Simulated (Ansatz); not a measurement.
Reaction (ligand exchange at a B–F bond): `CB(F)O[SiH3]` + H₂S → `CB(S)O[SiH3]` + H–F

Computed with Ansatz on PBE0-D4/def2-TZVP structures; ΔE is electronic, products minus reactants. CBS: MP2 limit from def2 TZ/QZ plus the TZ coupled-cluster correction, frozen cores. This one scheme is used for every species. DFT in def2-TZVPP. One conformer a species, not always the lowest.

`CB(F)O[SiH3]`:

Cartesian coordinates in Å:
```
C 1.199 -1.290 -1.093
B 0.342 -0.090 -0.584
F 0.199 0.990 -1.368
O -0.275 -0.077 0.618
Si -1.222 1.062 1.364
H 2.216 -0.958 -1.319
H 0.791 -1.673 -2.033
H 1.247 -2.106 -0.374
H -0.455 2.316 1.563
H -1.608 0.491 2.675
H -2.434 1.334 0.552
```

H₂S:

Z-matrix (Å, degrees):
```
S
H 1 1.341
H 1 1.341 2 92.3
```

`CB(S)O[SiH3]`:

Cartesian coordinates in Å:
```
C -1.661 -0.387 1.311
B -0.246 -0.148 0.686
S 1.201 -0.300 1.782
O -0.147 0.160 -0.633
Si 0.955 0.439 -1.818
H -2.284 0.501 1.163
H -2.163 -1.205 0.782
H -1.646 -0.624 2.375
H 2.162 -0.013 0.887
H 0.480 1.595 -2.613
H 2.295 0.747 -1.250
H 1.053 -0.767 -2.673
```

H–F:

Z-matrix (Å, degrees):
```
F
H 1 0.920
```

| species | B2PLYP energy (Eh) |
| --- | --- |
| `CB(F)O[SiH3]` | -531.11667 |
| H₂S | -399.27468 |
| `CB(S)O[SiH3]` | -829.91910 |
| H–F | -100.43758 |

(1) Work out ΔE.

Largest T1 diagnostic among the species: 0.012.

Answers

(1) ΔE = (-829.91910) + (-100.43758) − (-531.11667) − (-399.27468) = 0.03467 Eh = +0.94 eV. CCSD(T)/CBS gives +0.82 eV.

Leaving LDA and LC-ωPBE aside and taking each functional with its dispersion term where it has one, the values, not all of them listed here, spread over 0.27 eV, from revPBE-D4 to CAM-B3LYP-D4. LDA lies −0.03 eV from PBE without D4. At CCSD(T), def2-SVP lies +0.24 eV from the extrapolated value and def2-TZVPP +0.05 eV. In def2-TZVPP, CCSD(T) changes the Hartree–Fock value by −0.30 eV (the triples alone add −0.05 eV) and MP2 by −0.38 eV.
